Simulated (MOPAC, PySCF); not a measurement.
Br$_{3}$Ga, SMILES `[Br][Ga]([Br])[Br]`, neutral singlet in the gas phase. 

Z-matrix (Å, degrees):
```
Ga
Br 1 2.2663
Br 1 2.2663 2 119.96
Br 1 2.2666 2 119.99 3 179.97
```
Charge 0, spin multiplicity 1.

All levels are single points at this geometry (TPSSh-D3(BJ)/def2-TZVP); Pople sets use spherical d functions. Orbital energies aren't observables, and empty levels follow the basis.

```tsv
level	HOMO (eV)	LUMO (eV)	gap (eV)	dipole (D)	vertical IE, Delta-SCF (eV)
PBE-D3(BJ)/def2-TZVP in PySCF	-7.41	-3.14	4.27	0.00	–
TPSSh-D3(BJ)/def2-TZVP in PySCF	-8.04	-2.68	5.36	0.00	–
B3LYP/3-21G in PySCF	-8.13	-2.26	5.87	0.00	–
B3LYP/6-311+G** (LANL2DZ on Br, Ga) in PySCF	-8.57	-2.76	5.81	0.00	–
B3LYP/LANL2DZ in PySCF	-8.57	-2.76	5.81	0.00	–
BP86/6-31G* in PySCF	-7.45	-3.36	4.09	0.00	–
PBE/6-31G* in PySCF	-7.35	-3.22	4.13	0.00	10.01
SVWN5/6-31G* in PySCF	-7.50	-3.52	3.98	0.00	–
HF/6-31G* in PySCF	-11.62	1.02	12.64	0.00	11.09
HF/STO-3G in PySCF	-8.50	3.84	12.35	0.00	–
PM3 in MOPAC	-13.33	-5.71	7.62	0.00	–
PM6 in MOPAC	-11.28	-2.45	8.83	0.00	–
PM7 in MOPAC	-10.94	-1.41	9.53	0.00	–
```
